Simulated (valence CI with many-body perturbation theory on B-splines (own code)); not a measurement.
# Level structure of Zn⁹⁺

Computed by valence CI with perturbative core correlation (CI+MBPT): three valence electrons over a frozen Dirac-Fock core [Ar], radial functions for each j: 7 s, 7 p, 8 d, 6 f, 4 g, 1 h, with the one-electron correlation potential Σ1, the two-electron term Σ2, the three-electron term Σ3, Breit, model QED; selected CI, second order for the rest, scaled by the run's own slope (own B-spline code, finite nucleus).

No measured spectrum was set against this ion. As an estimate, terms of the open shell hold to 2 to 4 % of their energy, and close levels can change places. Only levels of the ground parity were solved; by the run's estimate the other parity begins above the list, which can be wrong where configurations are misplaced.

Levels 1 to 19 of 19, with energies above the lowest level, 3d3 4F_3/2. "Leading %" is the weight of the configuration and term that name the level; weights of strongly mixed levels are sums over their largest components and can fall short, so below about 35 % the name and the second component can differ from the true leading terms, or belong to a minority configuration. In the jj column 3d3/2^4 stands for four electrons in 3d with j = 3/2.

```tsv
No.	Configuration	Term	J	E (eV)	Leading %	Leading jj	g	Second component
1	3d3	4F	3/2	0.000	99	3d3/2^3 (41 %)	0.401	
2	3d3	4F	5/2	0.199	100	3d3/2^2 3d5/2 (79 %)	1.028	
3	3d3	4F	7/2	0.451	100	3d3/2 3d5/2^2 (76 %)	1.237	
4	3d3	4F	9/2	0.739	99	3d3/2 3d5/2^2 (49 %)	1.331	
5	3d3	4P	1/2	3.555	97	3d3/2^2 3d5/2 (71 %)	2.601	
6	3d3	4P	3/2	3.585	91	3d3/2^2 3d5/2 (54 %)	1.691	8 % 3d3 2P
7	3d3	2G	7/2	3.857	99	3d3/2 3d5/2^2 (50 %)	0.889	
8	3d3	4P	5/2	3.885	99	3d3/2 3d5/2^2 (64 %)	1.597	
9	3d3	2G	9/2	4.068	90	3d3/2^2 3d5/2 (61 %)	1.095	9 % 3d3 2H
10	3d3	2D	3/2	4.912	51	3d3/2 3d5/2^2 (58 %)	1.083	41 % 3d3 2P
11	3d3	2P	1/2	5.065	96	3d3/2 3d5/2^2 (71 %)	0.733	
12	3d3	2H	9/2	5.328	91	3d3/2 3d5/2^2 (49 %)	0.926	9 % 3d3 2G
13	3d3	2H	11/2	5.442	100	3d3/2 3d5/2^2 (100 %)	1.090	
14	3d3	2D	5/2	5.584	99	3d3/2 3d5/2^2 (54 %)	1.202	
15	3d3	2P	3/2	5.739	51	3d5/2^3 (81 %)	1.088	46 % 3d3 2D
16	3d3	2F	7/2	8.563	100	3d3/2 3d5/2^2 (74 %)	1.142	
17	3d3	2F	5/2	8.685	99	3d3/2 3d5/2^2 (53 %)	0.858	
18	3d3	2D	5/2	13.355	99	3d3/2^2 3d5/2 (51 %)	1.198	
19	3d3	2D	3/2	13.464	100	3d3/2 3d5/2^2 (88 %)	0.799
```

Names give the largest LS component (configuration and term), which can be under half, so a name can repeat, a term be missing and a line seem to break the LS rules; names also repeat where a configuration has a term twice.

The ionisation energy to 3d2 3F_2 of the next ion comes out as 237.9 eV (NIST: 238 ± 2.2 eV (theoretical)). All 19 levels together are meant to be complete up to 14.004 eV.
